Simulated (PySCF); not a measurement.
Start geometry of `C=[C](C)[Ge@H]([SiH3])[GeH3]` from GFN2-xTB (Å):
```
atom  x, y, z in Å
C1    -1.3100   -1.1833   -1.2343
C2    -1.2244   -0.2499   -0.2884
C3    -2.3813    0.6293    0.1091
Ge4    0.5304    0.0642    0.6417
Si5    1.4071    2.1798    0.1691
Ge6    1.8976   -1.8466    0.2765
H7    -2.2422   -1.3333   -1.7766
H8    -0.4771   -1.7755   -1.5267
H9    -3.2638    0.4125   -0.4313
H10   -2.5730    0.4953    1.1894
H11   -2.1075    1.6765   -0.0257
H12    0.1205   -0.0010    2.1336
H13    1.2899    2.4748   -1.2645
H14    2.7992    2.2519    0.5880
H15    0.6708    3.2182    0.8980
H16    3.0724   -1.9285    1.2239
H17    2.5456   -1.8903   -1.0835
H18    1.2185   -3.1821    0.4160
```

What comes out of this run: PBE0-D3(BJ)/def2-SVP geometry optimisation, gas phase in PySCF 2.14.0?

```
atom  x, y, z in Å
C1    -1.3755   -0.8859   -1.4183
C2    -1.2446   -0.0610   -0.3727
C3    -2.2809    0.9605   -0.0098
Ge4    0.3646   -0.1160    0.7458
Si5    1.6699    1.8376    0.3367
Ge6    1.6595   -2.1188    0.3273
H7    -2.2628   -0.8486   -2.0628
H8    -0.6174   -1.6296   -1.6832
H9    -3.1389    0.9317   -0.6998
H10   -2.6571    0.7989    1.0141
H11   -1.8610    1.9805   -0.0285
H12   -0.0714   -0.0965    2.2306
H13    2.1706    1.8249   -1.0725
H14    2.8438    1.8922    1.2621
H15    0.8486    3.0728    0.5374
H16    2.8937   -2.1544    1.2481
H17    2.1482   -2.1476   -1.1341
H18    0.8152   -3.3820    0.5813
```

The energy falls by 26.9 kJ/mol over 17 energy and gradient evaluations, the largest force component goes from 0.0337 to 1.4e-04 Eh/bohr, and the atoms move by 0.264 Å rms after alignment. The bond that changes most is C2–Ge4 (ends: fully substituted alkene carbon; germanium bonded to C, Ge, Si and H), which shortens by 0.050 Å. Bonds longer at the end by more than 0.005 Å: 13 of 17; shorter: 2. Among the angles that change most is Si5–Ge4–Ge6, from 118.7° to 110.8°. Among the dihedrals that turn most is H12–Ge4–Si5–H13, from -157° to 177°. Rotational constants go from 1443, 886.3, 610.1 to 1467, 859.4, 615.0 MHz. The orientation of the end geometry is arbitrary; only internal coordinates are fixed.

The run used 184 basis functions and 106 SCF cycles in all. The run took 6.3 min on one thread, Arm Neoverse V2 (aarch64), no GPU, on a shared host, and the process peaked at 0.88 GiB of memory.

Not checked by PBE0-D3(BJ)/def2-SVP frequencies. One conformer, not necessarily the lowest.
